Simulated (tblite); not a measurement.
Compound: C5H11ClN2Si.
Z-matrix (Å and degrees, GFN2-xTB geometry), rows numbered from 1:
```
C 
N   1  1.4415
C   2  1.4395  1  114.50
C   2  1.3428  1  120.57  3  -175.75
C   4  1.3631  2  132.69  1   169.20
C   5  1.4640  4  115.87  2   175.78
N   6  1.2636  5  130.70  4   -18.54
Si  5  1.8746  4  129.55  2    -8.55
Cl  8  2.0415  5  111.62  4    81.82
H   1  1.0941  2  110.32  3   -62.19
H   1  1.0875  2  110.77  3   177.50
H   1  1.0942  2  110.39  3    57.37
H   3  1.0863  2  110.46  1   153.13
H   3  1.0908  2  108.76  1    34.34
H   3  1.0938  2  111.65  1   -85.14
H   4  1.0885  2  111.36  1   -10.53
H   6  1.0866  5  115.14  4   162.66
H   7  1.0194  6  115.60  5    -0.82
H   8  1.4644  5  113.74  4   -38.57
H   8  1.4605  5  109.60  4  -161.23
```

Level: GFN2-xTB in tblite, geometry and Hessian alike; calculated harmonic values, unscaled, isolated species. This tight-binding method is rough: wavenumbers can miss measured ones by several per cent, in bad cases by 10 to 20. Modes of hydrogen on silicon can be 10 to 20 % off. One conformer, not necessarily the lowest.

Harmonic wavenumbers (cm⁻¹): 38.0, 54.9, 80.1, 90.6, 126.3, 160.2, 175.0, 201.6, 233.3, 260.2, 305.4, 389.3, 406.5, 451.5, 494.7, 504.6, 580.1, 611.9, 706.9, 726.5, 748.4, 819.0, 869.0, 911.8, 1052.9, 1055.8, 1089.6, 1097.7, 1106.8, 1118.4, 1200.3, 1245.0, 1362.8, 1398.1, 1406.6, 1416.2, 1429.9, 1465.2, 1469.3, 1479.2, 1495.2, 1608.7, 1682.1, 2226.1, 2274.9, 2939.8, 2946.9, 2964.5, 2976.4, 2994.6, 3001.4, 3042.0, 3057.5, 3306.3.

A = 1212, B = 862.3, C = 560.4 MHz; mass 162.038 u (most abundant isotopes); point group C1, symmetry number 1.

What is the zero-point energy?

Half the sum of the wavenumbers: 33428 cm⁻¹ = 399.89 kJ/mol.

Give the ideal-gas entropy at 400 K and 1 bar in the rigid-rotor, harmonic-oscillator model (classical rotation).

Translation 178.42, rotation 132.05, vibration 215.50: S = 526.0 J/(mol K).

And Cp and H(400 K) − H(0)?

Cp = 226.71 J/(mol K), of which vibrations give 193.45 (their classical limit is 54 R = 449.0); H(400 K) − H(0) = 55.88 kJ/mol without the zero-point energy, 42.58 from vibrations.

How do the functions run with temperature in this model?

```tsv
T (K)	S (J/(mol K))	Cp (J/(mol K))	H − H(0) (kJ/mol)	G − H(0) (kJ/mol)	ln q(vib)
100	317.8	96.8	6.45	-25.33	2.67
200	400.0	144.2	18.58	-61.42	6.37
300	466.6	187.0	35.16	-104.83	9.84
500	580.4	261.3	80.33	-209.86	16.25
800	720.8	335.7	170.82	-405.81	24.90
1000	799.4	368.4	241.40	-557.99	30.11
```

q(vib) and H(0) count from the zero-point level.

Which modes carry the vibrational entropy at 400 K?

38.0 cm⁻¹: 24.87; 54.9 cm⁻¹: 21.82; 80.1 cm⁻¹: 18.69; 90.6 cm⁻¹: 17.67; 126.3 cm⁻¹: 14.95; 160.2 cm⁻¹: 13.01 J/(mol K); the other 48 give 104.49 together.

Hindered rotation and anharmonicity are outside this model. Other conformers, if any are populated, would add a mixing term that is left out. The structure is chiral; the term R ln 2 for an equal mix with its mirror image is left out.
